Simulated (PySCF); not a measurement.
# C4H9AlCl2: core ionisation energies

Species: AlCl2(tBu), C₄H₉AlCl₂.
Bonds: Al1–Cl2, Al1–Cl3, Al1–C4, C4–C5, C4–C6, C4–C7. Hydrogens: H8, H9, H10 on C5; H11, H12, H13 on C6; H14, H15, H16 on C7.

Level of theory: PySCF, delta-SCF UKS SCAN, pcX-2 on the ionised atom, pcseg-1 elsewhere, spin-free X2C. These are vertical core ionisation energies against the vacuum level, from separate self-consistent calculations with and without the core hole.

Problem. Give the core binding energies atom by atom.

Solution. 
```csv
atom(s),bonded to,level,binding energy (eV),2p1/2 (eV),above the level's lowest (eV),count
Al1,2 Cl and C,Al 1s,1567.99,–,0.00,1
Cl2/Cl3,Al,Cl 2p3/2,205.75,207.41,0.00,2
Cl2/Cl3,Al,Cl 1s,2828.34,–,0.00,2
C4,3 C and Al,C 1s,290.28,–,0.00,1
C5/C6/C7,C and 3 H,C 1s,290.82,–,+0.54,3
```

Lowest listed C 1s: C4, bonded to 3 C and Al. Highest, 0.54 eV above it: C5/C6/C7, bonded to C and 3 H.

Problem. Which photon wavelength matches the C 1s of C4 threshold?

Solution. λ = hc/E = 12398.42 eV Å / 290.28 eV = 42.712 Å.

Topologically equivalent atoms share the value of their first member; where this conformer doesn't relate them by symmetry, their own values could differ. For 2p shells one spin-free hole was relaxed; a mean-field spin–orbit operator and the ground-state splitting of the three 2p orbitals were then diagonalised within the shell. The shell's mean is (2 × 2p3/2 + 2p1/2)/3, and the degeneracies 2j + 1 give areas of 2:1. 2p1/2 minus 2p3/2 (ligand field included): Cl 1.65 eV. Isolated species at its PBE0-D3(BJ)/def2-SVP geometry, gas phase.

On Arm Neoverse V1, one thread, on a shared host, this took 63 s and 0.70 GiB of memory at its peak.
